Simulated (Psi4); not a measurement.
CH$_{4}$Si, charge -1, doublet, geometry from GFN2-xTB (a state made from the parent by changing its charge; the spin is typed, not shown lowest) (a gas-phase anion, which may not be bound at this level). Base run: BLYP/6-31G in Psi4.

Geometry (Å):
```xyz
6

C     -1.1605    -0.0422     0.3618
Si     0.5579     0.0185    -0.2132
H     -1.7869     0.8055     0.0412
H     -1.6964    -0.9749     0.1238
H      1.3781    -1.0943     0.3792
H      1.2585     1.2584     0.2701
```
Charge -1, spin multiplicity 2.
Orbitals are unrestricted.
All else is at Psi4's defaults (density fitting, Cartesian functions).
Base energy -329.83309 Eh.

Variants of this job, named by their change:

```csv
change,ΔE vs base (µEh),SCF cycles,grid points,basis functions
base,0.0,10,130761,30
scf_type = cd,-36.3,10,130761,30
cholesky_tolerance = 1e-3 (with scf_type cd),-1337,10,130761,30
d_convergence = 1e-10,0.0,15,130761,30
basis_guess = sto-3g,0.0,9,130761,30
level_shift = 1.0,0.0,9,130761,30
dft_pruning_scheme = robust,0.5,10,90349,30
dft_radial_scheme = becke,2.5,10,116727,30
df_basis_scf = cc-pvtz-jkfit,9.3,10,130761,30
df_basis_scf = def2-universal-jkfit,-12.3,10,130761,30
guess = sadno,0.0,10,130761,30
e_convergence = 1e-10,0.0,12,130761,30
scf_type = direct,18.9,12,130761,30
```

Open shells are given as the SCF converged; they aren't shown to be the lowest states, and a large step between rows can be another state.

A gas-phase anion may not be bound at this level; its values then depend on the basis.
